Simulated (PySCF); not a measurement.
C₂H₄NO, charge -1, multiplicity 1. Atoms are numbered in the order given.

```xyz
8

C      0.3677    -1.3907     0.0000
N     -0.7735    -0.5046     0.0000
C     -0.4679     0.7747     0.0000
O      0.6636     1.3421     0.0000
H      1.0302    -1.2506    -0.8825
H      0.0252    -2.4410     0.0000
H      1.0302    -1.2506     0.8825
H     -1.3784     1.4338     0.0000
```
Charge -1, spin multiplicity 1.

Coordinates come from a B3LYP-D3(BJ)/def2-SVPD optimisation. The spin state was assumed, not searched. The isomer is the one that the SMILES or the coordinates give; other isomers of the formula were not compared. One conformer was computed; it need not be the lowest.

These are ωB97X/def2-TZVPD in PySCF values and carry that method's errors.

Mulliken values depend strongly on the basis, most of all with diffuse functions as here. ESP charges are fitted to the potential on shells at 1.4 to 2.0 van der Waals radii. Atomic charges (e):

| atom | meta-Löwdin | Mulliken | ESP fit |
|---|---|---|---|
| C1 | -0.22 | -0.49 | 0.32 |
| N2 | -0.52 | -0.53 | … |
| C3 | 0.24 | -0.02 | … |
| O4 | -0.70 | -0.70 | -0.85 |
| H5 | 0.06 | 0.15 | -0.05 |
| H6 | 0.07 | 0.22 | -0.07 |
| H7 | 0.06 | 0.15 | -0.05 |
| H8 | 0.01 | 0.24 | … |

**Question.** Complete the blanks. (Estimate from the structure and the level; the computed values follow.)

**Answer.** 
- N2, ESP fit: -1.00
- C3, ESP fit: 0.87
- H8, ESP fit: -0.17
